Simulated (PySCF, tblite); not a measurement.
Isomers of C6H5OP. Calculated harmonic vibrations of the isolated species, GFN2-xTB (tblite), most abundant isotopes, no scaling. Errors from tens to a few hundred cm⁻¹ against measured bands are possible. One conformer each.

Electronic energies: PBE0/pcSseg-1 single points on the GFN2-xTB geometries (PySCF, gas phase).

```json
{"SMILES": "O=Cc1cccpc1", "electronic energy, lowest = 0 (kJ/mol)": "1.3"}
{"SMILES": "O=Cc1ccccp1", "electronic energy, lowest = 0 (kJ/mol)": "0.0"}
{"SMILES": "C#Cc1oc(C)cp1", "electronic energy, lowest = 0 (kJ/mol)": "186.0"}
```

**Question.** How do GFN2-xTB zero-point energies change the relative energies?

**Answer.** 
```tsv
SMILES	ZPE (kJ/mol)	of it from modes above 1550 cm⁻¹	electronic (kJ/mol)	with ZPE, lowest = 0 (kJ/mol)	lowest mode (cm⁻¹)	rings
O=Cc1ccccp1	236.6	109.2	0.0	0.0	93	1
O=Cc1cccpc1	236.3	100.0	1.3	1.1	86	1
C#Cc1oc(C)cp1	232.8	106.8	186.0	182.2	59	1
```

The zero-point energies span 3.8 kJ/mol, from `C#Cc1oc(C)cp1` to `O=Cc1ccccp1`. The order is unchanged.

**Question.** And how do the electronic energies of GFN2-xTB itself compare?

**Answer.** `O=Cc1ccccp1` 0.0; `O=Cc1cccpc1` 6.1; `C#Cc1oc(C)cp1` 71.5 kJ/mol, lowest = 0. Against the energies above, taken from the same isomer `O=Cc1ccccp1`, the largest difference is 114.5 kJ/mol.

**Question.** What do entropy and thermal enthalpy add at 298.15 K and 1 bar (rigid rotor, harmonic oscillator, one conformer each)?

**Answer.** 
```
       SMILES  point group  symmetry number  S (J/(mol K))  H − H(0) (kJ/mol)  ZPE + H − H(0) − TS (kJ/mol)
  O=Cc1ccccp1           Cs                1          353.6              21.39                         152.5
  O=Cc1cccpc1           Cs                1          353.5              21.31                         152.2
C#Cc1oc(C)cp1           Cs                1          374.8              24.04                         145.1
```
